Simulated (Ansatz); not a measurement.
Born–Oppenheimer molecular dynamics of Cl2GaH (4 atoms, charge 0, multiplicity 1). It starts from a relaxed structure.

These are results of RKS PBE-D4/def2-SVP in Ansatz, not measurements.

```yaml
ensemble: NVT, Nosé–Hoover chain
time_step: 1 fs
steps_asked: 300
set_temperature: 2000 K
thermostat: time constant 20 fs, chain length 1
temperature_schedule: 75 steps to 2000 K, then 225 steps to 500 K
seed: 428532
```

Frames 5 fs apart, positions in Å.

Velocities at 130.0 fs (Å/ps):

```
Ga -0.34 1.68 5.79
H -4.67 -76.24 18.63
Cl -9.39 -0.55 -6.12
Cl 10.20 -0.58 -5.81
```

```xyz
4
Properties=species:S:1:pos:R:3 time_fs=130.0 energy_less_start_eV=0.841 T=3635
Ga -0.001 -0.100 -0.201
H -0.059 -0.371 1.354
Cl 2.243 0.103 -0.916
Cl -2.240 0.103 -0.912
4
Properties=species:S:1:pos:R:3 time_fs=135.0 energy_less_start_eV=0.718 T=3910
Ga -0.002 -0.091 -0.171
H -0.069 -0.733 1.381
Cl 2.189 0.101 -0.946
Cl -2.183 0.100 -0.941
4
Properties=species:S:1:pos:R:3 time_fs=140.0 energy_less_start_eV=0.509 T=3805
Ga -0.004 -0.086 -0.143
H -0.049 -0.961 1.196
Cl 2.127 0.098 -0.971
Cl -2.118 0.098 -0.966
4
Properties=species:S:1:pos:R:3 time_fs=145.0 energy_less_start_eV=0.449 T=2728
Ga -0.005 -0.083 -0.119
H -0.015 -1.083 1.013
Cl 2.063 0.097 -0.992
Cl -2.053 0.097 -0.987
4
Properties=species:S:1:pos:R:3 time_fs=150.0 energy_less_start_eV=0.368 T=1885
Ga -0.005 -0.082 -0.104
H 0.017 -1.207 1.028
Cl 2.006 0.098 -1.006
Cl -1.995 0.098 -1.002
4
Properties=species:S:1:pos:R:3 time_fs=155.0 energy_less_start_eV=0.310 T=1287
Ga -0.005 -0.086 -0.093
H 0.035 -1.200 1.074
Cl 1.957 0.101 -1.017
Cl -1.948 0.102 -1.014
4
Properties=species:S:1:pos:R:3 time_fs=160.0 energy_less_start_eV=0.225 T=1011
Ga -0.004 -0.092 -0.084
H 0.038 -1.064 1.110
Cl 1.917 0.105 -1.026
Cl -1.910 0.107 -1.024
4
Properties=species:S:1:pos:R:3 time_fs=165.0 energy_less_start_eV=0.141 T=880
Ga -0.003 -0.101 -0.077
H 0.029 -0.929 1.244
Cl 1.886 0.111 -1.034
Cl -1.882 0.113 -1.034
4
Properties=species:S:1:pos:R:3 time_fs=170.0 energy_less_start_eV=0.098 T=700
Ga -0.001 -0.110 -0.070
H 0.014 -0.777 1.393
Cl 1.863 0.118 -1.043
Cl -1.862 0.120 -1.043
4
Properties=species:S:1:pos:R:3 time_fs=175.0 energy_less_start_eV=0.051 T=628
Ga 0.001 -0.120 -0.060
H -0.004 -0.579 1.438
Cl 1.848 0.125 -1.053
Cl -1.849 0.127 -1.054
4
Properties=species:S:1:pos:R:3 time_fs=180.0 energy_less_start_eV=0.042 T=487
Ga 0.002 -0.130 -0.049
H -0.018 -0.395 1.468
Cl 1.838 0.132 -1.064
Cl -1.841 0.134 -1.066
4
Properties=species:S:1:pos:R:3 time_fs=185.0 energy_less_start_eV=0.046 T=368
Ga 0.002 -0.138 -0.037
H -0.025 -0.262 1.540
Cl 1.832 0.139 -1.076
Cl -1.836 0.141 -1.078
```

Of the whole run (300 fs, mean temperature of the second half 851 K): The conserved energy stayed within 0.54 meV per atom of its start (net change 0.077 meV per atom), so the integration is sound. The schedule's set-point averaged 1000 K over the second half and the system 851 K. A run of 0.3 ps of so small a system gives no equilibrium averages.

Time of the run: 8.9 min on 1 thread of Arm Neoverse V1, on a shared host, peak memory 0.12 GiB.
